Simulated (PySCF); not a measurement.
What does the GFN2-xTB structure of HCF2CF2OMe, `COC(F)(F)C(F)F` look like in three dimensions?

```
atom  x, y, z in Å
C1    -1.9185    0.1368    0.1106
O2    -0.5626    0.6080    0.0607
C3     0.3770   -0.3310    0.1634
F4     0.2477   -1.3120   -0.7651
F5     0.3090   -0.9961    1.3591
C6     1.7700    0.3332    0.0677
F7     1.8864    0.9843   -1.1006
F8     2.7393   -0.5936    0.1138
H9    -2.5288    1.0306    0.0262
H10   -2.1086   -0.3670    1.0598
H11   -2.1173   -0.5395   -0.7220
H12    1.9077    1.0456    0.8946
```

Any rigid rotation of these coordinates is as good. Atoms count from 1 in this order. Of the pairs four or more bonds apart, F4···H11 is among the closest relative to their van der Waals radii: 2.49 Å, 93 % of the sum of Bondi's values. The 4 C–F bonds span 1.342 Å (C6–F8, drawn single) to 1.370 Å (C3–F5, drawn single), a spread of 0.028 Å. The 2 C–O bonds span 1.332 Å (O2–C3, drawn single) to 1.436 Å (C1–O2, drawn single), a spread of 0.104 Å.

Bonds between heavy atoms (Å): C1–O2 1.436, O2–C3 1.332, C3–F4 1.357, C3–F5 1.370, C3–C6 1.546, C6–F7 1.343, C6–F8 1.342.

The geometry is computed with GFN2-xTB (gas phase).

Point group: C1 (no symmetry element, even within 0.4 Å). GFN2-xTB frequencies: not computed here. One conformer, not necessarily the lowest (C1–O2–C3–F4 55°, O2–C3–C6–F7 -59°).
